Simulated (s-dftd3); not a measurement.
C₂F₄ (SMILES FC(F)=C(F)F), singlet, geometry from GFN2-xTB; D3(zero) for pbe0 in s-dftd3.

Here is a job for s-dftd3.
```
$ s-dftd3 mol.xyz --zero pbe0 --json dftd3.json --noedisp --grad

# file mol.xyz
6

C     -0.00105308     0.00248000     0.66437482
C      0.00105308    -0.00248000    -0.66437482
F      0.00273819     1.10118120     1.39657234
F     -0.00717847    -1.09072435     1.40473865
F      0.00717847     1.09072435    -1.40473865
F     -0.00273819    -1.10118120    -1.39657234
```

The log (banner, timings and long lists left out):

```
-----------------------------------
 s i m p l e   D F T - D 3  v1.4.0
-----------------------------------

Zero (Chai-Head-Gordon) damping: pbe0-D3(0)
--------------------
  s6         1.0000
  s8         0.9280
  s9         0.0000
 rs6         1.2870
 rs8         1.0000
 alp        14.0000
--------------------

Dispersion energy:      -1.1602098661315E-03 Eh

Gradient norm:           6.4365559007592E-04 Eh/a0
--------------------------------------------------
     #    Z           dE/dx      dE/dy      dE/dz
--------------------------------------------------
     1    6 C     5.094E-07 -1.200E-06 -3.213E-04
     2    6 C    -5.094E-07  1.200E-06  3.213E-04
     3    9 F    -9.768E-07 -2.262E-04 -2.814E-05
     4    9 F     1.069E-06  2.259E-04 -2.982E-05
     5    9 F    -1.069E-06 -2.259E-04  2.982E-05
     6    9 F     9.768E-07  2.262E-04  2.814E-05
--------------------------------------------------

Virial:
--------------------------------------------------
      component           x          y          z
--------------------------------------------------
          x      -4.113E-08 -8.466E-06  1.797E-06
          y      -8.466E-06 -1.873E-03  2.820E-06
          z       1.797E-06  2.820E-06 -1.114E-03
--------------------------------------------------

[Info] JSON dump of results written to 'dftd3.json'
```
